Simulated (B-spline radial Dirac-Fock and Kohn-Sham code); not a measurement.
## Atomic SCF run for Ne

ΔSCF core binding energies without Breit or QED terms, calculated with a radial finite-basis atomic code. Keys: rel is the Hamiltonian (dirac, or spin-free x2c and nr, where L3 and M5 stand for the whole 2p and 3d shells), method is hf or an exchange,correlation pair (spin-unpolarised, also for the hole states), nuc the nuclear model, radius_factor scales its radius, rmax is the box in bohr, h the logarithmic mesh step, order the B-spline order, points the quadrature points per cell, c_factor scales the speed of light, and damp, ndamp, maxit and tol steer the iteration. The run stops when the commutator error falls below 10·tol·max(1, Z/10), or the numerical noise floor, and the energy has settled to about 1e-8 Ha; the virial ratio is −V/T.

Input (task.json):

```json
{"items": [{"Z": 10, "q": 0, "cfg": [[1, 0, 2], [2, 0, 2], [2, 1, 6]], "A": 20, "rrms": 3.0055, "do": "settings", "holes": ["K", "L3", "M5"],
  "settings": [{"rel": "dirac", "method": "hf", "nuc": "fermi", "radius_factor": 1.0, "rmax": 45.0, "h": 0.3, "order": 8, "points": 10, "c_factor": 1.0, "maxit": 64, "damp": 0.5, "ndamp": 3, "tol": 1e-08, "cfg": "1s2 2s2 2p9"}]}]}
```

Command: `python xray2_run.py task.json out`

The program stops without a result: overfilled shell.

Task: One setting is unsound. Which, and why?

Result: cfg describes an anion whose outer electrons are not bound. With the default settings (Dirac Hartree-Fock): The ground state converged in 9 iterations, with total energy -128.69193 Ha, virial ratio 1.99775 and highest orbital energy -23.08 eV. ΔSCF binding energies: K (1s) 869.8 eV, L3 (2p3/2) 19.79 eV. Holes are computed only in closed shells, and unreliable hole states are left out.
